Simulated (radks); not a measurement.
Spherical quantum dot in the effective-mass picture: electrons in a well V = -V0 / (1 + exp((r - R)/a)) with V0 = 6.64, R = 5.84, a = 0.52, all in effective atomic units (hartree* = m*/eps^2 hartree, bohr* = eps/m* bohr), one dielectric constant everywhere. Calculated with a radial shooting solver with Libxc functionals: non-relativistic Kohn-Sham, LDA (Slater exchange, Perdew-Wang correlation), spin-polarised, spherical densities. Levels are named by radial order and angular momentum (1s, 1p, 1d, 2s, ...), and open shells are averaged over m. Each electron was tried in the lowest free levels, single moves between levels near the top were tried too, and the lowest total energy was kept; such a search can miss a lower state. The series stops at N = 24: beyond it a trial failed or the search could not be trusted, so later rows were left out. At N = 1 the Hartree and exchange-correlation terms need not cancel, so that row can carry a self-interaction error.

| N | open shells | 2S | mu = E(N) - E(N-1) (hartree*) | addition energy mu(N+1) - mu(N) (hartree*) | e(HOMO) (hartree*) |
|---|---|---|---|---|---|
| 1 | 1s(up 1, down 0) | 1 | -6.4159 | 0.3051 | -6.2921 |
| 2 | none | 0 | -6.1108 | 0.4159 | -5.9865 |
| 3 | 1p(up 1, down 0) | 1 | -5.6949 | 0.2362 | -5.5778 |
| 4 | 1p(up 2, down 0) | 2 | -5.4587 | 0.2389 | -5.3394 |
| 5 | 1p(up 3, down 0) | 3 | -5.2198 | 0.2925 | -5.1004 |
| 6 | 1p(up 3, down 1) | 2 | -4.9273 | 0.2261 | -4.8148 |
| 7 | 1p(up 3, down 2) | 1 | -4.7012 | 0.2281 | -4.5872 |
| 8 | none | 0 | -4.4731 | 0.4089 | -4.3590 |
| 9 | 1d(up 1, down 0) | 1 | -4.0642 | 0.2187 | -3.9549 |
| 10 | 1d(up 2, down 0) | 2 | -3.8455 | 0.2186 | -3.7362 |
| 11 | 1d(up 3, down 0) | 3 | -3.6270 | 0.2181 | -3.5178 |
| 12 | 1d(up 4, down 0) | 4 | -3.4089 | 0.2174 | -3.3000 |
| 13 | 1d(up 5, down 0) | 5 | -3.1914 | 0.2671 | -3.0829 |
| 14 | 1d(up 5, down 1) | 4 | -2.9243 | 0.2111 | -2.8188 |
| 15 | 1d(up 5, down 2) | 3 | -2.7132 | 0.2112 | -2.6076 |
| 16 | 1d(up 5, down 3) | 2 | -2.5020 | 0.2109 | -2.3965 |
| 17 | 1d(up 5, down 4) | 1 | -2.2911 | 0.2105 | -2.1857 |
| 18 | none | 0 | -2.0806 | 0.4134 | -1.9755 |
| 19 | 1f(up 1, down 0) | 1 | -1.6672 | 0.2050 | -1.5646 |
| 20 | 1f(up 2, down 0) | 2 | -1.4622 | 0.2046 | -1.3598 |
| 21 | 1f(up 3, down 0) | 3 | -1.2576 | 0.2042 | -1.1554 |
| 22 | 1f(up 4, down 0) | 4 | -1.0534 | 0.2037 | -0.95145 |
| 23 | 1f(up 5, down 0) | 5 | -0.84967 | 0.2032 | -0.74798 |
| 24 | 1f(up 6, down 0) | 6 | -0.64645 | - | -0.54502 |

All shells are closed at N = 2, 8, 18 (there: 1s2 1p6 1d10); the second difference of the energy has clear peaks (12 % above both neighbours; the first and last values, which can be the largest, are not judged, and half-filled shells can peak too) at N = 2, 5, 8, 13, 18.
